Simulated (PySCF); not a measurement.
# Working out the ionisation energy of Co⁺

Co⁺ [Ar] 3d8 (3F) → Co²⁺ [Ar] 3d7 (4F). Computed with PySCF 2.14 in aug-cc-pVTZ (8s7p5d3f2g, 93 functions), with the non-relativistic Hamiltonian (point nucleus). Frozen: [Ar]. Energies in hartree (1 hartree = 27.21139 eV):

```json
{"part": "UHF", "Co⁺ (lower)": "-1381.136816", "Co²⁺ (upper)": "-1380.609905"}
{"part": "CCSD correlation", "Co⁺ (lower)": "-0.266609", "Co²⁺ (upper)": "-0.183892"}
{"part": "(T)", "Co⁺ (lower)": "-0.010093", "Co²⁺ (upper)": "-0.003693"}
```

Question: What does Hartree-Fock give?

Answer: (-1380.609905) − (-1381.136816) = 0.526911 hartree = 14.338 eV.

Question: What do CCSD and CCSD(T) give?

Answer: The CCSD correlation energies differ by 0.082717 hartree = 2.251 eV and the triples by 0.006400 hartree = 0.174 eV, so CCSD gives 16.589 eV and CCSD(T) 16.763 eV.

Reference: 17.084 eV (measured; NIST Atomic Spectra Database, ionization energies), between the lowest levels; spin-orbit coupling is absent from the calculation.

The calculation is non-relativistic.

What remains against the reference includes basis incompleteness, the frozen core and higher excitations.
